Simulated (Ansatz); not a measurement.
Mulliken charges of CH6SSeSi (`S[SiH2]C[SeH]`) from ωB97M-V/def2-TZVPP in Ansatz (PBE0-D4/def2-TZVP geometry).

| atom | x (Å) | y (Å) | z (Å) | charge (e) |
| --- | --- | --- | --- | --- |
| S1 | -1.195 | 2.366 | 0.376 | -0.251 |
| Si2 | 0.283 | 0.832 | 0.568 | 0.229 |
| C3 | -0.229 | -0.746 | -0.303 | -0.366 |
| Se4 | 1.316 | -1.952 | -0.331 | -0.071 |
| H5 | -0.999 | 2.543 | -0.941 | 0.115 |
| H6 | 0.396 | 0.592 | 2.025 | -0.007 |
| H7 | 1.586 | 1.287 | 0.018 | -0.011 |
| H8 | -0.572 | -0.562 | -1.321 | 0.147 |
| H9 | -1.034 | -1.217 | 0.262 | 0.154 |
| H10 | 0.533 | -3.195 | -0.350 | 0.061 |

Q: By hand: the dipole of these point charges (1 e Å = 4.8032 D).

A: Σ q r = (0.009, -0.182, -0.128) e Å, of length 0.223 e Å = 1.07 D.

Q: How does the dipole of the full density compare? (An estimate is asked.)

A: Computed: (-0.166, -0.134, -0.181) e Å, 1.34 D; the point charges give 0.80 times that, at 42° from its direction.

Point charges leave out the atoms' own dipoles, such as those of lone pairs, and Mulliken's split depends on the basis, so the two needn't agree.
